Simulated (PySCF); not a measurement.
## Shapes and spin states of CoOI

All numbers come from PySCF, PBE0, basis Co def2-SVP, O def2-SVP, I def2-SVP with ECP28 (scalar-relativistic core potentials, no spin–orbit coupling, density fitting).

Relaxations began from a few typed shapes and spin states; open shells are unrestricted. The search is not exhaustive: other isomers or separated fragments can lie lower, and high-lying points may rest on an excited occupation.

Task: Order these stationary points by electronic energy, lowest first, in kJ/mol from the lowest minimum.
A. singlet (closed shell, unstable to spin polarisation) C∞v: Co–I 2.385 Å, Co–O 1.557 Å; I–Co–O 180.0°
B. quintet C∞v: Co–I 2.465 Å, Co–O 1.611 Å; I–Co–O 180.0°
C. broken-symmetry Ms = 1 (⟨S²⟩ 2.97) Cs: Co–I 2.446 Å, Co–O 1.740 Å; I–Co–O 162.1°
D. broken-symmetry Ms = 1 (⟨S²⟩ 3.01) C∞v: Co–I 2.466 Å, Co–O 1.738 Å; I–Co–O 180.0°
E. singlet (closed shell, unstable to spin polarisation) Cs: Co–I 2.364 Å, Co–O 1.536 Å; I–Co–O 127.9°

Result: B (0.0), C (54.7), D (56.0), E (203.9), A (226.8).

Task: Which of them are minima?

Result: By energy in kJ/mol, 0.0: minimum; 54.7: minimum; 56.0: saddle point, 1 imaginary mode; 203.9: minimum of the closed-shell surface only; 226.8: saddle point, 2 imaginary modes.

Formally Co is in oxidation state +3, d6, with 4 unpaired electrons (the high-spin count). The Mulliken spin on Co is 2.86. The polar-tensor charge on Co, 1.00, is far below the formal one.

For the lowest minimum: other spin states or occupations of the open shell can lie lower. With an element this heavy the missing spin–orbit coupling can shift these numbers.

The electron or spin density has lower symmetry than the nuclear frame for the broken-symmetry Ms = 1 (⟨S²⟩ 3.01) C∞v at 56.0 kJ/mol.
